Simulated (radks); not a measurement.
Al, configuration [Ne] 3s2 3p1. Method: non-relativistic Kohn-Sham, PBE, spin-polarised, spherical densities, point nucleus; open shells are filled with parallel spins first; hard spherical wall at 1.5 bohr; computed with a radial shooting solver on a logarithmic mesh with Libxc functionals.

Normalised radial functions P(r) = r R(r), r in bohr:

r	2p down	3s down
0.01095	0.0073	0.2161
0.0146	0.0127	0.2744
0.01932	0.0215	0.3403
0.02577	0.0367	0.4148
0.0341	0.0610	0.4869
0.04512	0.0997	0.5465
0.06017	0.1617	0.5737
0.07962	0.2518	0.5385
0.1062	0.3832	0.4047
0.1405	0.5519	0.1543
0.1874	0.7595	-0.2227
0.2479	0.9703	-0.6416
0.3307	1.1506	-0.9737
0.4376	1.2331	-0.9828
0.5836	1.1763	-0.4712
0.7722	0.9747	0.4806
1.03	0.6375	1.2776
1.363	0.1853	0.6323

2p down: eigenvalue -0.389 eV, 0 radial nodes, <r> = 0.585 bohr, 90 % of the charge inside 0.953 bohr. 3s down: eigenvalue 171.21 eV, 2 radial nodes at r = 0.160, 0.677 bohr, <r> = 0.867 bohr, 90 % of the charge inside 1.25 bohr.
